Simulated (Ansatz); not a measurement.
`[CH3][Ga]([CH3])[NH2]` + H₂ → `[CH3][GaH][NH2]` + CH₄ at 400 K and 1 bar (hydrogenolysis of a Ga–C bond).

Gas-phase electronic energies from Ansatz, PBE0-D4/def2-TZVP geometries. CCSD(T)/CBS is the MP2 limit (def2-TZVPP, def2-QZVPP) plus CCSD(T) − MP2 in def2-TZVPP, frozen cores. This one scheme is used for every species. For Ga outer-core shells are correlated without core-valence functions, which leaves a few kJ/mol of doubt a bond. Scalar relativity is left out up to krypton. One conformer a species, not always the lowest.

```json
{"species": "`[CH3][Ga]([CH3])[NH2]`", "CCSD(T)/CBS energy (Eh)": "-2059.60461", "H − E (kJ/mol)": "291.3", "S (J/(mol·K))": "405.5"}
{"species": "H₂", "CCSD(T)/CBS energy (Eh)": "-1.17544", "H − E (kJ/mol)": "38.0", "S (J/(mol·K))": "139.0"}
{"species": "`[CH3][GaH][NH2]`", "CCSD(T)/CBS energy (Eh)": "-2020.32995", "H − E (kJ/mol)": "206.9", "S (J/(mol·K))": "350.0"}
{"species": "CH₄", "CCSD(T)/CBS energy (Eh)": "-40.46206", "H − E (kJ/mol)": "131.3", "S (J/(mol·K))": "197.2"}
```

H − E and S are ideal-gas, rigid-rotor, harmonic terms from PBE0-D4/def2-TZVP, for one conformer and one mirror image of each species. For small species the MP2-based limit differs from directly extrapolated CCSD(T) by up to some mEh (0.8 for H₂); such offsets cancel only in part. 1 Eh = 2625.50 kJ/mol, R = 8.31446 J/(mol·K).

Q: By hand: ΔE, ΔH, ΔS and ΔG.

A: ΔE = (-2020.32995) + (-40.46206) − (-2059.60461) − (-1.17544) = -0.01196 Eh = -31.4 kJ/mol. Δ(H − E) = 206.9 + 131.3 − 291.3 − 38.0 = 8.9, so ΔH = -22.5 kJ/mol. ΔS = 350.0 + 197.2 − 405.5 − 139.0 = 2.7 J/(mol·K). ΔG = -22.5 − 400 × (2.7)/1000 = -23.6 kJ/mol.

Q: By hand: the equilibrium constant, and the temperature at which ΔG would vanish if ΔH and ΔS stayed fixed.

A: log₁₀ K = −ΔG/(RT ln 10) = 3.1. ΔH and −TΔS have one sign here, so there is no such temperature.

The number of gas molecules stays the same, so ΔS is small and ΔH decides. A doubt of 5 kJ/mol in ΔE shifts log₁₀ K by 0.7 here. Other conformers and mirror images would add mixing entropy, several J/(mol·K) or more a flexible species. Modes under 60 cm⁻¹, often nearly free rotors, make the harmonic entropy too high. These are equilibria of isolated gas molecules and say nothing of rates. Largest T1 diagnostic: 0.013 (customary marks: 0.02 for closed shells, 0.045 for open ones).

ΔS is within the doubt of such terms, so its sign, and with it that verdict, could turn.
